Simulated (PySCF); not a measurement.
# Si4H12N3Cl

Si4H12N3Cl is a molecule, neutral, singlet. The structure, one conformer, was relaxed in the gas phase by PBE0-D3(BJ)/def2-SVP. No frequency run checks that it is a minimum.

SMILES: [SiH3]N[Si](Cl)(N[SiH3])N[SiH3]

Coordinates in Å:
```
Si1     1.084   -2.027    0.543
N2      0.410   -0.526   -0.054
Si3     0.100   -0.072   -1.687
N4      0.078    1.643   -1.844
Si5     1.446    2.729   -1.886
N6     -1.392   -0.775   -2.166
Si7    -2.528   -1.487   -1.042
Cl8     1.626   -0.827   -2.893
H9      2.549   -1.925    0.826
H10     0.397   -2.408    1.815
H11     0.854   -3.071   -0.494
H12     0.367    0.250    0.601
H13    -0.819    2.010   -2.148
H14     2.564    2.060   -1.162
H15     1.891    3.069   -3.273
H16     1.090    4.006   -1.195
H17    -1.581   -0.901   -3.156
H18    -3.743   -1.847   -1.834
H19    -2.911   -0.515    0.025
H20    -2.013   -2.724   -0.377
```

Shieldings: GIAO PBE0/pcSseg-1. Shifts are against computed references at the same level: H TMS (σ 31.27 ppm), Si TMS (σ 352.0 ppm). Core levels by delta-SCF with SCAN, pcX-2 on the ionised atom and pcseg-1 elsewhere, spin-free X2C (2p3/2 is the spin-free 2p value less a third of a first-order spin-orbit splitting); from the vacuum level, for chosen atoms.

(1) Give the shieldings and core levels atom by atom.

(2) By CAM-B3LYP/def2-SVPD (TDDFT singlets, Tamm-Dancoff triplets, ionisation by delta-SCF), where does absorption start, and what does vertical ionisation take?

Answers

(1) 
```csv
atoms,bonded to,σ (ppm),δ (ppm),core level (eV)
Si1,1 N + 3 H,405.4,-53.4,-
N2,2 Si + 1 H,233.5,-,1s 404.28
Si3,1 Cl + 3 N,374.2,-22.2,2p3/2 107.87
N4,2 Si + 1 H,230.4,-,1s 404.31
Si5,1 N + 3 H,407.7,-55.7,-
N6,2 Si + 1 H,232.8,-,1s 404.29
Si7,1 N + 3 H,406.9,-54.9,-
Cl8,1 Si,852.9,-,2p3/2 205.42
H9 H10 H11,1 Si,26.55,4.72,-
H12,1 N,30.90,0.37,-
H13,1 N,30.80,0.47,-
H14 H15 H16,1 Si,26.63,4.64,-
H17,1 N,30.80,0.46,-
H18 H19 H20,1 Si,26.65,4.62,-
```

Values are those of this one static structure, with the three H of a rotating XH3 group averaged; atoms that internal rotation interchanges would show their mean in an NMR spectrum.

(2) The lowest singlet lies at 6.66 eV (f 0.013), the strongest of the first 6 at 7.70 eV (f 0.028), the lowest triplet at 6.34 eV; vertical ionisation takes 9.65 eV.
